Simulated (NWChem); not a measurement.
System: GeH₄O; SMILES [OH][GeH3]

Here is an NWChem input.

```
start job
memory heap 200 mb stack 900 mb global 1100 mb
geometry units angstroms noautoz
  Ge    -0.012236    -0.315161     0.000000
  O     -0.079770     1.466628     0.000000
  H      0.718137    -0.826876    -1.260453
  H     -1.481774    -0.751724     0.000000
  H      0.718137    -0.826876     1.260453
  H      0.794020     1.870550     0.000000
end
basis spherical
  Ge library def2-tzvpp
  O library def2-tzvpp
  H library def2-tzvpp
end
dft
  xc b3lyp
  iterations 150
  mulliken
end
task dft energy
```

Parts of the log:

```
             Northwest Computational Chemistry Package (NWChem) 7.3.0
             --------------------------------------------------------

 CS  symmetry detected

                             Geometry "geometry" -> ""
                             -------------------------

 Output coordinates in angstroms (scale by  1.889725989 to convert to a.u.)

  No.       Tag          Charge          X              Y              Z
 ---- ---------------- ---------- -------------- -------------- --------------
    1 Ge                  32.0000    -0.00717893    -0.34042972     0.00000000
    2 O                    8.0000    -0.06773241     1.44161017     0.00000000
    3 H                    1.0000     0.72118386    -0.85500197    -1.26045300
    4 H                    1.0000    -1.47841586    -0.77123257     0.00000000
    5 H                    1.0000     0.72118386    -0.85500197     1.26045300
    6 H                    1.0000     0.80763322     1.84210607     0.00000000

 Effective nuclear repulsion energy (a.u.)     126.4649405113

      Symmetry information
      --------------------

 Group name             Cs
 Group number              2
 Group order               2
 No. of unique centers     5

                                 NWChem DFT Module
                                 -----------------

 Summary of "ao basis" -> "ao basis" (spherical)
 ------------------------------------------------------------------------------
       Tag                 Description            Shells   Functions and Types
 ---------------- ------------------------------  ------  ---------------------
 Ge                        def2-tzvpp               16       48   6s5p4d1f
 O                         def2-tzvpp               11       31   5s3p2d1f
 H                         def2-tzvpp                6       14   3s2p1d

      Symmetry analysis of basis
      --------------------------

        a'         87
        a"         48

            General Information
            -------------------
          SCF calculation type: DFT
          Wavefunction type:  closed shell.
          No. of atoms     :     6
          No. of electrons :    44
           Alpha electrons :    22
            Beta electrons :    22
          Charge           :     0
          Spin multiplicity:     1
          Use of symmetry is: on ; symmetry adaption is: on
          Maximum number of iterations: 150
          AO basis - number of functions:   135
                     number of shells:    51
          Convergence on energy requested:  1.00D-06
          Convergence on density requested:  1.00D-05
          Convergence on gradient requested:  5.00D-04

              XC Information
              --------------
                         B3LYP Method XC Potential
                     Hartree-Fock (Exact) Exchange  0.200
                        Slater Exchange Functional  0.800 local
                    Becke 1988 Exchange Functional  0.720 non-local
              Lee-Yang-Parr Correlation Functional  0.810
                  VWN I RPA Correlation Functional  0.190 local

             Grid Information
             ----------------
          Grid used for XC integration:  medium
          Radial quadrature: Mura-Knowles
          Angular quadrature: Lebedev.
          Tag              B.-S. Rad. Rad. Pts. Rad. Cut. Ang. Pts.
          ---              ---------- --------- --------- ---------
          Ge                  1.25      112           8.0       590
          O                   0.60       49           9.0       434
          H                   0.35       45          10.0       434
          Grid pruning is: on
          Number of quadrature shells:   296
          Spatial weights used:  Erf1

      Superposition of Atomic Density Guess
      -------------------------------------

 Sum of atomic energies:       -2152.08960640

      Non-variational initial energy
      ------------------------------

 Total energy =   -2152.569761
 1-e energy   =   -3251.759459
 2-e energy   =     972.724757
 HOMO         =      -0.382850
 LUMO         =       0.020572

      Symmetry analysis of molecular orbitals - initial
      -------------------------------------------------

  Numbering of irreducible representations:

     1 a'          2 a"

  Orbital symmetries:

     1 a'          2 a'          3 a'          4 a"          5 a'
     6 a'          7 a'          8 a'          9 a"         10 a'
    11 a'         12 a"         13 a'         14 a'         15 a"
    16 a'         17 a'         18 a'         19 a'         20 a"
    21 a'         22 a"         23 a'         24 a'         25 a'
    26 a"         27 a'         28 a'         29 a"         30 a'
    31 a"         32 a'

     ---------------------------------------------
      Total Density - Mulliken Population Analysis
     ---------------------------------------------

    Atom       Charge   Shell Charges
 -----------   ------   -------------------------------------------------------
    1 Ge  32    31.35   2.00  2.00  1.16  0.80  0.78  0.55  5.98  4.42  1.57  1.14  0.74  8.90  1.11  0.06  0.09  0.03
    2 O    8     8.82   0.79  1.18  0.60  0.93  0.26  2.03  2.15  0.87  0.00  0.01  0.00
    3 H    1     1.07   0.22  0.55  0.29  0.00  0.01  0.00
    4 H    1     1.05   0.22  0.55  0.27  0.00  0.01  0.00
    5 H    1     1.07   0.22  0.55  0.29  0.00  0.01  0.00
    6 H    1     0.65   0.20  0.31  0.06  0.02  0.05  0.01

[...]
```

Level: B3LYP/def2-TZVPP. Coordinates come from a PBE0/def2-SVP optimisation.
